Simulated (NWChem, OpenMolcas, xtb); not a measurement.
**How methods differ on CH3Br (bromomethane)**

The species is CH3Br (5 atoms), meant as a singlet with charge 0. As SMILES, `CBr`. The coordinates come from a PBE0-D4/def2-TZVP relaxation.

Quantity: the dipole moment, in D. The values are calculated.

**The experiment to reproduce.** NIST CCCBDB gives the dipole moment of the gas as 1.81 D.

```
                    level                    kind     program  value (D)  computed − measured   CPU time
                 GFN1-xTB          semi-empirical         xtb       1.80                -0.01  under 2 s
HF/cc-pVTZ (RICD fitting)            Hartree–Fock  OpenMolcas       2.13                +0.32      6.5 s
            SVWN5/cc-pVTZ                     LDA  OpenMolcas       1.86                +0.05       37 s
             BLYP/cc-pVTZ                     GGA  OpenMolcas       1.81                 0.00       45 s
            M06-L/cc-pVTZ                meta-GGA  OpenMolcas       1.78                -0.03       63 s
           r2SCAN/cc-pVTZ                meta-GGA      NWChem       1.94                +0.13    2.5 min
            B3LYP/cc-pVTZ           global hybrid  OpenMolcas       1.88                +0.07       49 s
            BHLYP/cc-pVTZ           global hybrid      NWChem       1.97                +0.16    6.9 min
            wB97X/cc-pVTZ  range-separated hybrid      NWChem       1.91                +0.10    4.5 min
```

Nearest: BLYP/cc-pVTZ (0.00 D); farthest: HF/cc-pVTZ (RICD fitting) (+0.32 D). The measured dipole is a vibrational average, so differences of a few hundredths of a debye mean little. Computed less measured by kind, in D (cc-pVTZ rows): semi-empirical -0.01; Hartree–Fock +0.32; LDA +0.05; GGA +0.00; meta-GGA -0.03 to +0.13; global hybrid +0.07 to +0.16; range-separated hybrid +0.10. All-electron rows without a relativistic Hamiltonian named are non-relativistic. CPU times are rough (shared hosts, several kinds of processor): they show what a rung costs within a factor of a few.
